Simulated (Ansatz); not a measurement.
Abridged output of a molecular run in Ansatz:

```
Functional definition: HF
447 factors; integrals over basis functions are off by at most 7.7e-4 eV
mean field evaluation 1: about -55030.6012 eV, gradient 3.1e1 eV
mean field evaluation 2: about -55030.6325 eV, gradient 3.1e1 eV
mean field evaluation 4: about -55032.5959 eV, gradient 1.4e0 eV
mean field evaluation 8: about -55032.6177 eV, gradient 2.7e-4 eV
mean field -55032.61772004 eV, -2022.4113987632 hartree, gradient 2.0e-6 eV, S^2 0.000000; 0 other end points of the search recorded, 0 dependent functions left out
10 core orbitals not correlated: weight in the atoms' cores, before any rotation towards them, 1.000 or more for the frozen orbitals, at most 0.000 for the correlated occupied ones
reference -55032.61772004 eV, -2022.4113987632 hartree; 10, 10 occupied and 26, 26 virtual orbitals, 447 factors
second order -10.32371997 eV of doubles, -0.00000000 eV of singles
cycle   1  -9.81878494 eV  change    5.0e-1 eV  update   1.1e-1
cycle   2  -10.19024008 eV  change   -3.7e-1 eV  update   3.8e-2
cycle   3  -10.27957614 eV  change   -8.9e-2 eV  update   2.1e-2
cycle   4  -10.26699854 eV  change    1.3e-2 eV  update   4.7e-3
cycle   5  -10.26403450 eV  change    3.0e-3 eV  update   2.2e-3
cycle   6  -10.26501803 eV  change   -9.8e-4 eV  update   6.7e-4
cycle   7  -10.26488953 eV  change    1.3e-4 eV  update   2.5e-4
cycle   8  -10.26479678 eV  change    9.3e-5 eV  update   7.6e-5
cycle   9  -10.26481943 eV  change   -2.3e-5 eV  update   2.3e-5
cycle  10  -10.26483029 eV  change   -1.1e-5 eV  update   5.7e-6
perturbative correction -0.26635186 eV, -0.0097882502 hartree
Total energy: -55043.14890218 eV, -2022.7984125689 hartree
```

Its atoms:

Cartesian coordinates in Å:
```
F 0.4502 0.7047 0.3138
Ga -0.4502 -0.7047 -0.3138
```

Problem. Which basis set was used?
A. def2-SVP
B. cc-pV(Q+d)Z
C. def2-TZVPP
D. def2-TZVPPD

Solution. A. It gives 46 functions.

Problem. Write the keys of the input that set method, charge and spin (a neutral closed shell needs none for the last two).

Solution. 
```yaml
correlation: {method: ccsd_t}
```
